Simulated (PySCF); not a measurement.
# Hartree-Fock beside MP2: Cl3Ge

These are calculations, not measurements. The program is PySCF 2.14.0, an open-source quantum chemistry code, run on an isolated molecule that a program drew, which may never have been made. The molecule is Cl3Ge (charge 0, doublet), drawn as the SMILES string `[Cl][Ge]([Cl])[Cl]`.

The geometry was optimised and harmonic frequencies were computed with HF and MP2, all in the cc-pV(D+d)Z basis, for the commonest isotopes, with a restricted reference for singlets and an unrestricted one otherwise, and a frozen core in MP2. Germanium has the cc-pVDZ-PP basis, with a core potential (ECP10MDF) in place of its 10 inner electrons, and its 3s, 3p and 3d shells are frozen in MP2. Each result is a local minimum of its method.

Geometry at the HF minimum:
```xyz
4
Cl3Ge, angstrom
Cl   -2.4540   -2.5985   -3.7292
Ge   -1.2068   -1.1162   -2.7899
Cl    0.7459   -1.1800   -3.6944
Cl   -2.0653    0.8284   -3.1314
```

Lengths of the bonds as drawn, in Å (atoms numbered as above):
```
bond,HF,MP2
Cl1-Ge2,2.153,2.161
Ge2-Cl3,2.153,2.161
Ge2-Cl4,2.153,2.161
```

Rotational constants, in GHz:
| constant | HF | MP2 |
|---|---|---|
| A | 2.123 | 2.107 |
| B | 2.122 | 2.107 |
| C | 1.18 | 1.168 |

Harmonic frequencies in cm^-1, each column in rising order, so a row needn't be the same motion in every method:
| rank | HF | MP2 |
|---|---|---|
| 1 | 144 | 135 |
| 2 | 144 | 135 |
| 3 | 182 | ? |
| 4 | 404 | 396 |
| 5 | 443 | 438 |
| 6 | 443 | 438 |

**Estimate the missing MP2 frequency from the HF column.**

A single factor s that minimises the squared misfit of MP2 against s times HF over the other rows is sum(HF x MP2) / sum(HF^2) = 0.9828, with an rms misfit of 4 cm^-1. For rank 3 it gives 0.9828 x 182 = 179 cm^-1. The calculation gives 171 cm^-1, 8 cm^-1 below the estimate. The drawn bonds are on average 0.4 % longer in MP2 than in HF.
